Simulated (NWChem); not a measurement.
System: C3H7O, doublet; SMILES C[CH]CO

```xyz
11

C     -0.0408    -1.9027    -0.1224
C      0.4522    -0.5187     0.0819
C     -0.4646     0.6498     0.1403
O      0.1804     1.8768    -0.0792
H     -0.8676    -1.9396    -0.8517
H      0.7567    -2.5752    -0.4742
H     -0.4330    -2.3493     0.8150
H      1.4624    -0.3594     0.4775
H     -1.3145     0.4907    -0.5604
H     -0.9291     0.7313     1.1454
H      0.6605     1.7990    -0.9107
```
Atoms are numbered in this order, from 1.

Program: NWChem. Spin-unrestricted. All runs use the structure optimised with PBE0/def2-SVP, spin-unrestricted. No stability test was run on the SCF state. Fermi-contact couplings, non-relativistic, static geometry.

```tsv
level	A(iso) 13C atom 2 (MHz)	A(iso) 13C atom 3 (MHz)	A(iso) 1H atom 7 (MHz)	A(iso) 1H atom 8 (MHz)	A(iso) 1H atom 9 (MHz)	A(iso) 1H atom 10 (MHz)	<S²>
TPSSh/IGLO-II	114	-40.8	146	-55.7	44.2	124	0.755
PBE0/IGLO-II	108	-38.7	137	-58.3	43.4	117	0.755
PBE/pcJ-1	98	-32.1	150	-48.5	49.7	128	0.753
```
